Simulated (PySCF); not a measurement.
C2H7PSi.
SMILES with atom numbers: `[PH2:1][SiH:2]1[CH2:3][CH2:4]1` (hydrogens: H5, H6 on P1; H7 on Si2; H8, H9 on C3; H10, H11 on C4)

The same species was optimised twice, with GFN2-xTB and with PBE0-D3(BJ)/def2-SVP (PySCF), and the same property calculations (PySCF, gas phase) were run on both structures.

| coordinate | GFN2-xTB | PBE0-D3(BJ)/def2-SVP | change |
| --- | --- | --- | --- |
| P1–H6 (Å) | 1.386 | 1.429 | +0.043 |
| P1–H5 (Å) | 1.386 | 1.429 | +0.043 |
| Si2–H7 (Å) | 1.461 | 1.487 | +0.026 |
| Si2–C4 (Å) | 1.887 | 1.866 | -0.021 |
| Si2–C3 (Å) | 1.887 | 1.866 | -0.021 |
| P1–Si2 (Å) | 2.223 | 2.240 | +0.017 |
| C3–H9 (Å) | 1.079 | 1.095 | +0.016 |
| C4–H10 (Å) | 1.079 | 1.095 | +0.016 |
| C3–H8 (Å) | 1.081 | 1.095 | +0.014 |
| C4–H11 (Å) | 1.081 | 1.095 | +0.014 |
| C3–C4 (Å) | 1.529 | 1.532 | +0.003 |
| Si2–C3–H8 (°) | 120.4 | 118.7 | -1.7 |
| Si2–C4–H11 (°) | 120.3 | 118.8 | -1.5 |
| H5–P1–H6 (°) | 92.2 | 93.6 | +1.4 |
| C4–C3–H9 (°) | 115.5 | 116.9 | +1.4 |
| Si2–C4–H10 (°) | 119.8 | 118.5 | -1.3 |
| P1–Si2–H7 (°) | 121.9 | 120.6 | -1.3 |
| C3–C4–H10 (°) | 115.6 | 116.9 | +1.3 |
| Si2–C3–H9 (°) | 119.6 | 118.5 | -1.1 |

Rotational constants: A = 10420, B = 2390, C = 2344 MHz (GFN2-xTB) against A = 10342, B = 2386, C = 2347 MHz (PBE0-D3(BJ)/def2-SVP). Point groups within 0.08 Å: Cs and Cs. Atoms that the bonding makes alike are paired by their places after alignment.

On the GFN2-xTB structure: lowest singlet, TDDFT (eV) 5.70 [B3LYP/def2-SVPD]; lowest triplet, Tamm–Dancoff (eV) 4.78 [B3LYP/def2-SVPD]; isotropic polarisability (au) 79.8 [B3LYP/def2-SVPD]; HOMO (eV) -6.63 [B3LYP/def2-SVPD]; LUMO (eV) -0.02 [B3LYP/def2-SVPD]; dipole (D) 0.59 [B3LYP/def2-SVPD]; HOMO (eV) -6.89 [PBE0/pcSseg-1]; LUMO (eV) 0.26 [PBE0/pcSseg-1]; dipole (D) 0.83 [PBE0/pcSseg-1]; GIAO shielding of P1 (ppm) 618.3 [PBE0/pcSseg-1]; GIAO shielding of Si2 (ppm) 489.4 [PBE0/pcSseg-1]; GIAO shielding of C3/C4 (mean) (ppm) 189.5 [PBE0/pcSseg-1].

Problem. What do these properties become on the PBE0-D3(BJ)/def2-SVP structure?

Solution. 
```
                                    property            level  on GFN2-xTB  on PBE0-D3(BJ)/def2-SVP  change
                  lowest singlet, TDDFT (eV)  B3LYP/def2-SVPD         5.70                     5.67   -0.03
           lowest triplet, Tamm–Dancoff (eV)  B3LYP/def2-SVPD         4.78                     4.83   +0.05
               isotropic polarisability (au)  B3LYP/def2-SVPD         79.8                     81.2    +1.4
                                   HOMO (eV)  B3LYP/def2-SVPD        -6.63                    -6.64   -0.01
                                   LUMO (eV)  B3LYP/def2-SVPD        -0.02                    -0.04   -0.02
                                  dipole (D)  B3LYP/def2-SVPD         0.59                     0.55   -0.04
energy, GFN2-xTB geometry as zero (kcal/mol)  B3LYP/def2-SVPD          0.0                     -1.8    -1.8
                                   HOMO (eV)    PBE0/pcSseg-1        -6.89                    -6.91   -0.02
                                   LUMO (eV)    PBE0/pcSseg-1         0.26                     0.24   -0.02
                                  dipole (D)    PBE0/pcSseg-1         0.83                     0.81   -0.02
energy, GFN2-xTB geometry as zero (kcal/mol)    PBE0/pcSseg-1          0.0                     -1.7    -1.7
                  GIAO shielding of P1 (ppm)    PBE0/pcSseg-1        618.3                    590.9   -27.4
                 GIAO shielding of Si2 (ppm)    PBE0/pcSseg-1        489.4                    481.2    -8.2
        GIAO shielding of C3/C4 (mean) (ppm)    PBE0/pcSseg-1        189.5                    189.1    -0.4
```

The heavy atoms differ by 0.010 Å rms after alignment (one structure mirrored). Among all bonds P1–H5 and P1–H6 change most and about equally (+0.043 Å). Changes are differences of the printed values. Neither structure is proved a minimum here.

Shape of the structure used: `[PH2:1][SiH:2]1[CH2:3][CH2:4]1`: H–P1–Si2–C3 -159°, H–P1–Si2–C3 106°.
